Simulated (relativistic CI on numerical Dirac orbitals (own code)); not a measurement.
## Ag³⁺: L2,3 absorption edge

Computed with this model: Dirac-Coulomb-Breit CI, KLI orbitals optimised for each configuration, a model potential for QED, valence Slater integrals scaled by 0.7, multiplet model of core-to-valence dipole absorption; configurations [Kr] 4d8 → [He] 2s2 2p5 3s2 3p6 3d10 4s2 4p6 4d9; 300 K; Lorentzian 0.96 eV and Gaussian 0.5 eV FWHM. Energies are those of the free ion, without screening or charge transfer. The branching ratio is the share of the lower-energy edge in the whole absorption, uncertain by about 0.02 where the edges overlap. S is read from ⟨S²⟩ = S(S + 1).

Field parameters in Wybourne normalisation: D4h B²₀ = −7Ds, B⁴₀ = 21(Dq − Dt), B⁴₄ = 21√(5/14) Dq. The field is a parameter set, without covalency.

Case free ion, the dichroism is that of the ground state at zero temperature, magnetised by exchange field 10 meV on Sz. The dichroism I(Δm = −1) − I(Δm = +1), over the sum of the three polarisations, integrates to -0.7054 on the lower edge and -0.0466 on the upper edge. The branching ratio is 0.954.

Problem. Use the orbital sum rule with 2 holes to get ⟨Lz⟩.

Solution. For a p → d edge ⟨Lz⟩ = 2 × n_h × (sum of both integrals) in this sign convention = -3.01; the ground state itself has ⟨Lz⟩ = -3.01 and ⟨Sz⟩ = -0.99. The rule assumes one radial integral for both edges, which relativistic orbitals only approach.
